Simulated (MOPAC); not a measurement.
A run for MOPAC: AM1 on NH-, 2S+1 = 2, a spin state set in the input, which need not be the lowest, a point of a bond scan (R = 1.022 Å). Charge -1.

```
AM1 1SCF PRECISE CHARGE=-1 UHF MS=0.5 THREADS=1
HN

H      0.00000000 1     0.00000000 1     0.00000000 1
N      0.00000000 1     0.00000000 1     1.02218600 1
```

Output:

```
*******************************************************************************
 **                                                                           **
 **                              MOPAC v23.2.5                                **
 **                                                                           **
 *******************************************************************************
 ** MOPAC's Digital Object Identifier: https://doi.org/10.5281/zenodo.6511958 **
 **                                                                           **
 ** Please cite the open-source release paper for use of this MOPAC version:  **
 ** J. E. Moussa and J. J. P. Stewart (2026)                                  **
 ** MOPAC: An open-source semiempirical molecular orbital program             **
 ** J. Open Source Softw., 11(119), 8025, https://doi.org/10.21105/joss.08025 **
 *******************************************************************************

                              AM1 CALCULATION RESULTS

 *******************************************************************************
 *  AM1        - The AM1 Hamiltonian to be used
 *  UHF        - UNRESTRICTED HARTREE-FOCK CALCULATION
 *
 *
 *
 *                 CHARGE ON SYSTEM = -1
 *
 *
 *
 *  MS=        - IN MECI, MAGNETIC COMPONENT OF SPIN =  0.5
 *  PRECISE    - TIGHTER CRITERIA TO BE USED
 *  1SCF       - DO 1 SCF AND THEN STOP
 *  THREADS=1  - MULTI-THREADING NOT USED
 *  T=         - A TIME OF 172800.0 SECONDS REQUESTED
 *  DUMP=N     - RESTART FILE WRITTEN EVERY 7200.0 SECONDS REQUESTED
 *******************************************************************************
AM1 1SCF PRECISE CHARGE=-1 UHF MS=0.5 THREADS=1
 HN

   ATOM   CHEMICAL          X               Y               Z
  NUMBER   SYMBOL      (ANGSTROMS)     (ANGSTROMS)     (ANGSTROMS)

     1       H          0.00000000  *   0.00000000  *   0.00000000  *
     2       N          0.00000000  *   0.00000000  *   1.02218600  *



          CARTESIAN COORDINATES

    NO.       ATOM           X           Y           Z

     1         H          0.0000      0.0000      0.0000
     2         N          0.0000      0.0000      1.0222

  H: (AM1): M.J.S. DEWAR ET AL, J. AM. CHEM. SOC. 107 3902-3909 (1985)
  N: (AM1): M.J.S. DEWAR ET AL, J. AM. CHEM. SOC. 107 3902-3909 (1985)

           Empirical Formula: H N  =     2 atoms



      MOLECULAR POINT GROUP   :   C*v


          UHF CALCULATION, NO. OF ALPHA ELECTRONS =    4
                           NO. OF BETA  ELECTRONS =    3

 -------------------------------------------------------------------------------
 AM1 1SCF PRECISE CHARGE=-1 UHF MS=0.5 THREADS=1
 HN



     1SCF WAS SPECIFIED, SO BFGS WAS NOT USED
     SCF FIELD WAS ACHIEVED


                              AM1 CALCULATION
                                                       MOPAC v23.2.5 Linux




          FINAL HEAT OF FORMATION =         97.66943 KCAL/MOL =     408.64888 KJ/MOL


          COSMO AREA              =         44.05 SQUARE ANGSTROMS
          COSMO VOLUME            =         27.27 CUBIC ANGSTROMS

          IONIZATION POTENTIAL    =         -0.713799 EV
          ALPHA SOMO LUMO (EV)    =         -0.030 14.417
          BETA  SOMO LUMO (EV)    =          0.714 11.609
          NO. OF ALPHA ELECTRONS  =          4
          NO. OF BETA  ELECTRONS  =          3
          MOLECULAR WEIGHT        =         15.0146         POINT GROUP:  C*v

          MOLECULAR DIMENSIONS (Angstroms)

            Atom       Atom       Distance
            N     2    H     1     1.02219
            N     2    H     1     0.00000
            H     1    N     2     0.00000


          SCF CALCULATIONS        =          1





   ATOM   CHEMICAL          X               Y               Z
  NUMBER   SYMBOL      (ANGSTROMS)     (ANGSTROMS)     (ANGSTROMS)

     1       H          0.00000000  *   0.00000000  *   0.00000000  *
     2       N          0.00000000  *   0.00000000  *   1.02218600  *

                             CARTESIAN COORDINATES

   1    H        0.000000000     0.000000000     0.000000000
   2    N        0.000000000     0.000000000     1.022186000


           Empirical Formula: H N  =     2 atoms



      MOLECULAR POINT GROUP   :   C*v


          ALPHA EIGENVALUES
 -18.86300  -3.89399  -1.41992  -0.02992  14.41682


           BETA EIGENVALUES
 -16.28896  -3.05956   0.71380  11.60880  14.96021


              NET ATOMIC CHARGES AND DIPOLE CONTRIBUTIONS

  ATOM NO.   TYPE          CHARGE      No. of ELECS.   s-Pop       p-Pop
    1          H          -0.072327        1.0723     1.07233
    2          N          -0.927673        5.9277     1.91189     4.01578
 DIPOLE           X         Y         Z       TOTAL
 POINT-CHG.     0.000     0.000     0.026     0.026
 HYBRID         0.000    -0.000    -0.962     0.962
 SUM            0.000    -0.000    -0.936     0.936


          ATOMIC ORBITAL ELECTRON POPULATIONS

     Atom    s        px        py        pz
    1  H   1.07233
    2  N   1.91189   2.00000   1.00000   1.01578


                    (SZ)    =    0.500000
                    (S**2)  =    0.751502


          ATOMIC ORBITAL SPIN POPULATIONS

    Atom   Total    s     px     py     pz
         Atomic
    1  H -0.0338 -0.034
    2  N  1.0338  0.010  0.000  1.000  0.023

 **********************
 *                    *
 * JOB ENDED NORMALLY *
 *                    *
 **********************




 == MOPAC DONE ==
```

The run finished.

Cost: very roughly 0.020 core-seconds.
